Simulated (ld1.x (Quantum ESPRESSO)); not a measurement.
Debugging a pseudopotential input (iodine (I), ld1.x (Quantum ESPRESSO) 7.5)

Command:

```bash
ld1.x < I.in > I.out
```

Input:

```
&input
   title='I', zed=53., rel=1, dft='PBE', iswitch=3,
   config='[Kr] 4d10 5s1.5 5p5.5',
   nld=3, rlderiv=2.30, eminld=-6.0, emaxld=5.0, deld=0.02
 /
 &inputp
   pseudotype=2, tm=.true., lloc=0,
   nlcc=.false.,
   file_pseudopw='I.UPF', file_wfcaegen='ae.wfc', file_wfcncgen='nc.wfc', file_beta='beta', file_chi='chi'
 /
2
5P  2  1   5.50   0.00  2.10  2.10  0.0
4D  3  2  10.00   0.00  1.00  1.00  0.0
5S  1  0   1.50   0.00  1.30  1.30  0.0
 &test
   configts(1)='4d10 5s1.5 5p5.5'
 /
```

Output:

```
Program LD1 v.7.5

 %%%%%%%%%%%%%%%%%%%%%%%%%%%%%%%%%%%%%%%%%%%%%%%%%%%%%%%%%%%%%%%%%%%%%%%%%%%%%%
     Error in routine ld1_setup (2):
     mismatch between lloc and l of the wavefunction chosen for local potential
 %%%%%%%%%%%%%%%%%%%%%%%%%%%%%%%%%%%%%%%%%%%%%%%%%%%%%%%%%%%%%%%%%%%%%%%%%%%%%%

     stopping ...
```

Task: This input was made by a single change from one that runs to its end. What was changed?

Result: The change: count of waves off by -1. The program refuses the input: "ld1_setup: mismatch between lloc and l of the wavefunction chosen for local potential".
